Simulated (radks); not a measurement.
Ionisation ladder of phosphorus, from P to P7+. Each ion is in the ground configuration listed by NIST, and IE = E(next ion) - E(this ion). Calculated with a radial shooting solver on a logarithmic mesh with Libxc functionals: scalar-relativistic Kohn-Sham, BLYP, spin-polarised, spherical densities, point nucleus; open shells are filled with parallel spins first.

species  configuration  E (hartree)  IE, Delta-SCF (eV)  -e(HOMO) (eV)     HOMO  IE, NIST (eV)       kind  error (eV)
P         [Ne] 3s2 3p3   -342.13413              10.227          5.957    3p up         10.487       exp.      -0.260
P+        [Ne] 3s2 3p2   -341.75831              19.627         14.732    3p up         19.769  semi-emp.      -0.142
P2+       [Ne] 3s2 3p1   -341.03703              29.978         24.684    3p up         30.203       exp.      -0.225
P3+           [Ne] 3s2   -339.93535              51.500         45.585       3s         51.444       exp.      +0.056
P4+           [Ne] 3s1   -338.04275              65.977         59.624    3s up         65.025       exp.      +0.952
P5+               [Ne]   -335.61813              220.92         199.97       2p         220.43  semi-emp.        +0.5
P6+       [He] 2s2 2p5   -327.49949              264.22         242.27  2p down          263.6  semi-emp.        +0.6
P7+       [He] 2s2 2p4   -317.78975              309.11         286.48  2p down          309.6  semi-emp.        -0.5

Reference values: NIST Atomic Spectra Database (exp. = measured, semi-emp. = semi-empirical, theory = theoretical value adopted there). The ionisation energy per charge of the ion left behind rises most, in proportion, at P5+ ([Ne]), from 13.195 to 36.820 eV. Against the entries that are not theoretical the mean signed error is -0.3 % and the largest -2.5 %. Open shells are spherical and high-spin; term and fine-structure splittings are not resolved.
